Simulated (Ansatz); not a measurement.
Calculated with Ansatz (gas phase, PBE0-D4/def2-TZVP geometries, no zero-point term in ΔE). CCSD(T)/CBS adds triple-zeta CCSD(T) − MP2 to the extrapolated MP2 energy (def2 sets, frozen cores). This one scheme is used for every species. DFT in def2-TZVPP. B3LYP here is the variant with VWN-RPA as its local correlation; programs differ in this. For Br, Ge outer-core shells are correlated without core-valence functions, which leaves a few kJ/mol of doubt a bond. Scalar relativity is left out up to krypton. One conformer a species, not always the lowest.

Consider the formal exchange of groups at a Ge–C bond: `C[CH]([GeH3])Br` + `OBF` → `O[B](F)[GeH3]` + `CCBr`.

`C[CH]([GeH3])Br`:

```xyz
11

C    -1.127    0.897    0.151
C     0.255    0.533   -0.340
Ge    0.757   -1.342    0.000
Br    1.601    1.673    0.516
H    -1.873    0.285   -0.366
H    -1.229    0.720    1.224
H    -1.355    1.947   -0.042
H     0.363    0.749   -1.402
H    -0.266   -2.258   -0.702
H     0.714   -1.590    1.514
H     2.161   -1.614   -0.553
```

`OBF`:

Z-matrix (Å, degrees):
```
B
O 1 1.344
F 1 1.332 2 120.3
H 1 1.192 2 120.1 3 -180.0
H 2 0.963 1 113.4 3 -0.0
```

`O[B](F)[GeH3]`:

Cartesian coordinates in Å:
```
O -1.352 1.366 0.566
B -0.094 0.885 0.583
F 0.783 1.574 1.301
Ge 0.536 -0.828 -0.422
H -1.961 0.846 0.039
H 1.074 -1.880 0.561
H -0.636 -1.459 -1.198
H 1.650 -0.502 -1.429
```

`CCBr`:

Z-matrix (Å, degrees):
```
C
C 1 1.506
H 1 1.091 2 111.3
H 1 1.095 2 109.4 3 119.6
H 1 1.091 2 111.3 3 -120.9
Br 2 1.950 1 111.6 3 60.4
H 2 1.088 1 112.5 3 178.6
H 2 1.088 1 112.5 3 -57.7
```

Q: Is it downhill or uphill in electronic energy at CCSD(T)/CBS, and by how much? (Best estimate.)

A: The calculation gave: Nearly level: ΔE = -2.9 kJ/mol.

Q: What do these levels give: PBE-D4, PBE0-D4, B3LYP-D4, ωB97X-V, B2PLYP, PBE0, MP2/def2-TZVPP, CCSD/def2-TZVPP, CCSD(T)/def2-TZVPP, HF/def2-QZVPP, MP2/def2-QZVPP, HF/CBS(def2)? (An estimate is asked.)

A: The calculation gave: PBE-D4 -15.6, PBE0-D4 -13.4, B3LYP-D4 -9.1, ωB97X-V -9.3, B2PLYP -8.2, PBE0 -17.1, MP2/def2-TZVPP 4.3, CCSD/def2-TZVPP -4.6, CCSD(T)/def2-TZVPP -3.4, HF/def2-QZVPP -8.2, MP2/def2-QZVPP 4.6, HF/CBS(def2) -8.2 kJ/mol.

Largest T1 diagnostic among the species: 0.013.

The D4 term adds +6.8 kJ/mol with B3LYP and +3.7 kJ/mol with PBE0; it sums over pairs of atoms, weighted by their polarisabilities, and B3LYP, whose exchange is more repulsive, gets the larger term. In def2-TZVPP, CCSD(T) changes the Hartree–Fock value by +4.8 kJ/mol (the triples alone add +1.3 kJ/mol) and MP2 by +12.6 kJ/mol.
